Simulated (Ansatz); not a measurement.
Start from `[BH2][SnH]([OH])[F]` and change one atom or group to get `[OH][SnH]([F])[CH2]Cl`.

Ansatz, PBE0-D4/def2-TZVP geometries, multiplicity 1. Each molecule was computed in one conformer, which needn't be the lowest.

Elements past krypton have def2 core potentials.

```csv
property,`[BH2][SnH]([OH])[F]`
zero-point energy (PBE0-D4/def2-TZVP) / kJ/mol,109.0
LUMO energy (PBE/def2-TZVPP) / eV,-4.21
LUMO energy (PBE0/def2-TZVPP) / eV,-3.20
size of the dipole moment (PBE/def2-TZVPP) / D,2.38
HOMO–LUMO gap (PBE/def2-TZVPP) / eV,2.74
HOMO–LUMO gap (ωB97M-V/def2-TZVPP) / eV,9.40
```

(1) What does the change do to each property? (Best estimate.)

Answers

(1) Ansatz gave: 
| property | `[OH][SnH]([F])[CH2]Cl` | shift |
| --- | --- | --- |
| zero-point energy (PBE0-D4/def2-TZVP) / kJ/mol | 131.9 | 22.9 |
| LUMO energy (PBE/def2-TZVPP) / eV | -1.80 | 2.41 |
| LUMO energy (PBE0/def2-TZVPP) / eV | -0.84 | 2.36 |
| size of the dipole moment (PBE/def2-TZVPP) / D | 3.14 | 0.76 |
| HOMO–LUMO gap (PBE/def2-TZVPP) / eV | 5.21 | 2.47 |
| HOMO–LUMO gap (ωB97M-V/def2-TZVPP) / eV | 11.54 | 2.14 |

With PBE0 the HOMO rises by 0.09 eV and the LUMO rises by 2.36 eV, so the gap widens by about 2.27 eV. PBE moves the HOMO by -0.07 eV and ωB97M-V by 0.11 eV. The zero-point energy changes by 22.9 kJ/mol with +3 modes. Dipoles are sizes alone; their direction can turn.
